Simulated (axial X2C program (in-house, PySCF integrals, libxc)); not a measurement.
**Spectroscopic constants of GaS⁻**

Computed with an axial X2C code built on PySCF integrals. Spin-free means the one-electron spin-free X2C Hamiltonian; two-component (2c) means X2C with spin–orbit coupling and atomic mean-field two-electron Coulomb and Gaunt terms, so the difference of the two also holds small scalar two-electron terms. Basis: Ga dyall-acv3z [10s10p8d5f1g], S dyall-av3z [9s8p3d2f] (cores contracted in-house); Gaussian nuclei, density fitting, unrestricted open shells. Masses: Ga 68.926 u, S 31.972 u.

State, spin-free: M_S = 0, Λ = 0 (closed shell); electrons by block: σα: 12, σβ: 12, π+α: 5, π+β: 5, π-α: 5, π-β: 5, δ+α: 1, δ+β: 1, δ-α: 1, δ-β: 1. Fragments: Ga + S-.

State, 2c: Ω = 0 (closed shell); electrons by block: 1/2: 17, -1/2: 17, 3/2: 6, -3/2: 6, 5/2: 1, -5/2: 1. Fragments: Ga + S-.

```tsv
Hamiltonian	level	Re (Å)	ωe (cm⁻¹)	ωexe (cm⁻¹)	Be (cm⁻¹)	De (eV)	D0 (eV)	k (mdyn/Å)	μ (D)
spin-free	PBE0	2.127	450.4	1.37	0.1707	4.23	4.21	2.61	-3.11
spin-free	HF	2.127	470.0	1.33	0.1707	2.93	2.90	2.84	-3.44
spin-free	MP2	2.149	446.0	1.34	0.1672	4.43	4.40	2.56	n/a
spin-free	CCSD	2.144	451.4	1.33	0.1679	4.07	4.04	2.62	n/a
spin-free	CCSD(T)	2.154	440.3	1.38	0.1664	4.24	4.22	2.5	n/a
spin-free	PW91	2.149	424.3	1.4	0.1671	4.37	4.34	2.32	-3.06
2c	PBE0	2.127	450.1	1.37	0.1706	n/a	n/a	2.61	-3.11
2c	HF	2.127	469.7	1.33	0.1706	n/a	n/a	2.84	-3.45
2c	MP2	2.149	445.7	1.34	0.1671	4.36	4.33	2.56	n/a
2c	CCSD	2.145	451.1	1.33	0.1678	4.00	3.97	2.62	n/a
2c	CCSD(T)	2.154	440.1	1.38	0.1663	4.17	4.15	2.49	n/a
2c	PW91	2.150	424.1	1.4	0.167	n/a	n/a	2.31	-3.07
```

Correlated methods: 10 electrons correlated (number of frozen shells: Ga 3 s, 2 p, 1 d; S 2 s, 1 p), 290 virtual spin orbitals or spinors in MP2, 90 natural virtuals in coupled cluster.

Dipoles are positive if S is the positive end and refer to the centre of mass.

Occupations by symmetry block were frozen at the best pattern of an incomplete PBE0 search. Closed shells are restricted here (equal orbitals for both partners); the stretched side of such a curve lies too high. De is counted from the lowest determinant-based energies of the atoms at the same level, without counterpoise correction. De is not given where an atomic determinant may have missed its ground term or J level, or where the truncated virtual space spoils (T). Coupled cluster ran in a truncated set of natural virtual spinors; the MP2 energy of the rest was added. (T) has no such correction and the atoms are truncated less, which lowers De at CCSD(T) by a hundredth of an eV or more. Without a current term, density functionals place determinants with orbital angular momentum somewhat too high. The highest occupied level of some functionals is positive through self-interaction error; at Hartree–Fock it is bound. With the outer-core shells frozen, correlated bond lengths of heavy atoms tend to come out a few hundredths of an ångström too long. Hartree–Fock gets electron affinities wrong, so its lowest charge split need not be the true one.

Rough cost a point (2c) on 1 thread(s) of a shared host, integrals apart: PBE0 0.4 s, HF 0.18 s, CCSD(T) 3 s, PW91 0.26 s.

The whole task took 99 s on 1 thread of Intel(R) Xeon(R) 6975P-C (Granite Rapids) (shared host).
